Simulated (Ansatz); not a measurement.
Ansatz (a quantum-chemistry and plane-wave program) input (B3LYP/def2-SVP):

Ansatz 0.2 input:
```yaml
crystal:
  periodic: [false, false, false]
  atoms:
    - {symbol: C, position_ang: [-0.00000000, -0.00000000, -1.83145500]}
    - {symbol: I, position_ang: [0.00000000, 0.00000000, 0.20733500]}
basis:
  gaussian:
    orbitals: def2-SVP
hamiltonian:
  xc: {name: B3LYP}
magnetization: {spin_polarized: true, initial_magnetization: 1}
output: {forces: true}
```

Output:

```
Functional definition: B3LYP
integrals: 0.01 GiB planned
478 factors; integrals over basis functions are off by at most 5.9e-4 eV
mean field: 0.13 GiB planned
mean field evaluation 1: about -9131.3601 eV, gradient 2.2e1 eV
mean field evaluation 2: about -9123.6066 eV, gradient 3.7e1 eV
mean field evaluation 4: about -9134.5154 eV, gradient 9.0e-1 eV
mean field evaluation 8: about -9134.5459 eV, gradient 3.6e-2 eV
mean field evaluation 16: about -9134.5459 eV, gradient 2.2e-5 eV
mean field -9134.54587723 eV, -335.6883693707 hartree, gradient 2.2e-5 eV, S^2 0.755710; 1 other end points of the search recorded, 0 dependent functions left out
the calculation of the forces begins
reference -9134.54602835 eV, -335.6883749241 hartree; 16, 15 occupied and 24, 25 virtual orbitals, 478 factors
Total energy: -9134.54602835 eV, -335.6883749241 hartree
Atom 0 at    -0.000000    -0.000000    -1.831455 Å, force     0.000000     0.000000    -0.309860 eV/Å
Atom 1 at     0.000000     0.000000     0.207335 Å, force    -0.000000    -0.000000     0.309860 eV/Å
Dipole moment:     0.000000    -0.000000     0.387972 e Å
```

The geometry given is a B3LYP-D3(BJ)/def2-TZVP minimum.
